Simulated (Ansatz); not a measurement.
Molecule: C$_{3}$H$_{5}$O, charge -1, multiplicity 1. It need not be the lowest isomer of its formula. Whether it binds its extra electron was not tested at this geometry. 
Structure (B3LYP-D3(BJ)/def2-TZVP (Ansatz, a first-principles code) minimum search):
```xyz
9

C      1.8688     0.0464    -0.5361
C      0.6140    -0.2661    -0.0084
C     -0.6496     0.2292    -0.2520
O     -1.7333    -0.0822     0.6445
H      1.9777     0.7761    -1.3349
H      2.7055    -0.6253    -0.3784
H      0.6134    -1.0627     0.7442
H     -0.8385     1.1025    -0.8730
H     -1.5909     0.4101     1.4652
```
Charge -1, spin multiplicity 1.

Parts of the frozen-core correlation energy in cc-pVTZ (Ansatz, hartree). Frozen orbitals: 4; correlated occupied orbitals by spin: 12 and 12; virtual: 174 and 174. No spin-orbit coupling. Non-relativistic.

```csv
term,value
reference (HF),-191.33194
MP2 opposite-spin,___
MP2 same-spin,-0.18485
CCSD correlation,___
(T),___
T1 diagnostic,0.014
largest doubles amplitude,0.057
```

Fill in the missing entries.


- MP2 opposite-spin, value: -0.57498
- CCSD correlation, value: -0.78296
- (T), value: -0.03506
